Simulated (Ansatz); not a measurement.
All values below come from frozen-core CCSD(T)/cc-pVQZ // CAM-B3LYP-D3(BJ)/def2-TZVP run with Ansatz (an electronic-structure program).

Ansatz 0.2 input:
```yaml
crystal:
  periodic: [false, false, false]
  atoms:
    - { symbol: B, position_ang: [-0.000012, -0.000002, -0.000144] }
    - { symbol: H, position_ang: [-0.909456, -0.761601, 0.071855] }
    - { symbol: H, position_ang: [-0.202616, 1.170868, 0.018202] }
    - { symbol: H, position_ang: [1.112084, -0.409265, -0.089912] }
basis:
  gaussian: { orbitals: cc-pVQZ }
correlation:
  method: ccsd_t
```

Output:

```
Functional definition: HF
836 factors; integrals over basis functions are off by at most 1.1e-3 eV
mean field evaluation 1: about -718.0101 eV, gradient 1.0e1 eV
mean field evaluation 2: about -718.0098 eV, gradient 1.0e1 eV
mean field evaluation 4: about -718.4373 eV, gradient 1.7e-1 eV
mean field evaluation 8: about -718.4375 eV, gradient 1.6e-4 eV
mean field -718.43745532 eV, -26.4020895086 hartree, gradient 5.0e-7 eV, S^2 0.000000; 0 other end points of the search recorded, 0 dependent functions left out
1 core orbitals not correlated
reference -718.43745532 eV, -26.4020895086 hartree; 3, 3 occupied and 141, 141 virtual orbitals, 836 factors
second order -3.27622685 eV of doubles, -0.00000000 eV of singles
cycle   1  -3.65981887 eV  change   -3.8e-1 eV  update   4.2e-2
cycle   2  -3.81169460 eV  change   -1.5e-1 eV  update   1.4e-2
cycle   3  -3.81540013 eV  change   -3.7e-3 eV  update   2.3e-3
cycle   4  -3.81496913 eV  change    4.3e-4 eV  update   6.2e-4
cycle   5  -3.81487081 eV  change    9.8e-5 eV  update   1.5e-4
cycle   6  -3.81484292 eV  change    2.8e-5 eV  update   4.4e-5
cycle   7  -3.81484555 eV  change   -2.6e-6 eV  update   1.3e-5
cycle   8  -3.81484929 eV  change   -3.7e-6 eV  update   3.3e-6
perturbative correction -0.07560928 eV, -0.0027785898 hartree
Total energy: -722.32791389 eV, -26.5450612240 hartree
```

Cost: about 4 core-seconds (a rough figure).
